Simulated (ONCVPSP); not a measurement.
**How hard is this tungsten ONCV potential?**

| Property | Result |
| --- | --- |
| Element | tungsten |
| Generator | ONCVPSP 4.0.1 |
| Type | optimised norm-conserving Vanderbilt (ONCV) |
| Functional | LDA (Perdew-Wang 92) |
| Relativity | scalar-relativistic |
| Frozen core | [Kr] 4d10 |
| Valence charge | 28 |
| Reference configuration | 4f14 5s2 5p6 5d5 6s1 |
| Partial waves | 5s+6s: rc 1.60 bohr, ncon 4, nbas 8, qcut 6.3 1/bohr, 3 projectors, debl 3 Ha; 5p: rc 1.35 bohr, ncon 4, nbas 8, qcut 5.8 1/bohr, 2 projectors, debl 2.6 Ha; 5d: rc 2.75 bohr, ncon 4, nbas 8, qcut 5.1 1/bohr, 2 projectors, debl 0.7 Ha; 4f: rc 0.95 bohr, ncon 4, nbas 9, qcut 21.4 1/bohr, 2 projectors, debl 1.8 Ha |
| Local potential | polynomial inside 0.80 bohr (lpopt 5, dvloc0 1 Ha) |
| Core correction | Teter function fitted to the true core (icmod 2), fcfact 0.2 |

Problem. For each optimised wave give the share of its norm inside rc, the residual kinetic energy above qcut (Ha) and the cutoffs (Ha) for errors of 10, 1, 0.1 and 0.01 mHa per electron.

Solution.

```json
{"wave": "5s", "norm inside rc": "0.922", "residual KE": "2.5e-04", "10 mHa": "13.4", "1 mHa": "17.4", "0.1 mHa": "38.4", "0.01 mHa": "70.7"}
{"wave": "6s", "norm inside rc": "0.047", "residual KE": "1.3e-04", "10 mHa": "10.3", "1 mHa": "16.1", "0.1 mHa": "20.6", "0.01 mHa": "52.8"}
{"wave": "s projector 3", "norm inside rc": "0.073", "residual KE": "9.4e-04", "10 mHa": "14.6", "1 mHa": "19.7", "0.1 mHa": "34.0", "0.01 mHa": "61.4"}
{"wave": "5p", "norm inside rc": "0.638", "residual KE": "7.2e-03", "10 mHa": "14.7", "1 mHa": "88.3", "0.1 mHa": "112.8", "0.01 mHa": "149.6"}
{"wave": "p projector 2", "norm inside rc": "0.048", "residual KE": "2.2e-03", "10 mHa": "7.8", "1 mHa": "20.1", "0.1 mHa": "58.7", "0.01 mHa": "107.1"}
{"wave": "5d", "norm inside rc": "0.768", "residual KE": "9.1e-06", "10 mHa": "7.9", "1 mHa": "9.9", "0.1 mHa": "11.4", "0.01 mHa": "13.8"}
{"wave": "d projector 2", "norm inside rc": "0.233", "residual KE": "2.7e-05", "10 mHa": "8.3", "1 mHa": "10.4", "0.1 mHa": "12.0", "0.01 mHa": "16.1"}
{"wave": "4f", "norm inside rc": "0.877", "residual KE": "8.1e-08", "10 mHa": "153.2", "1 mHa": "174.4", "0.1 mHa": "192.4", "0.01 mHa": "205.6"}
{"wave": "f projector 2", "norm inside rc": "0.007", "residual KE": "3.2e-09", "10 mHa": "102.2", "1 mHa": "135.3", "0.1 mHa": "161.7", "0.01 mHa": "182.6"}
```

The occupied waves need 174 Ha and 192 Ha for 1 and 0.1 mHa. Rows with under 1 % of the norm inside rc give no meaningful cutoff. Note: ghosts flagged at negative energy: s at -48.3 eV; GHOST(+) flagged for p at 122.3 eV, d at 149.5 eV. A true bound ghost makes a file unfit for plane-wave use.
